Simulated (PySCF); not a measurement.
A structure optimised at B3LYP-D3(BJ)/def2-SVP, used in a PySCF frequency run:

```xyz
10

C     -3.1956     0.4806     0.0000
C     -2.1200    -0.5709     0.0000
C     -0.8288    -0.3385     0.0000
C      0.4552    -0.0970     0.0000
Cl     1.3838     0.0749     1.4713
Cl     1.3838     0.0749    -1.4713
H     -3.8429     0.3669    -0.8860
H     -2.7725     1.4945     0.0000
H     -3.8429     0.3669     0.8860
H     -2.4551    -1.6190     0.0000
```
Charge 0, spin multiplicity 1.

Question: Write its SMILES, formula and point group.

Answer: CC=C=C(Cl)Cl, C₄H₄Cl₂, Cs

Question: What are its rotational constants (standard atomic weights)?

Answer: 2.9946, 1.3363, 0.97276 GHz
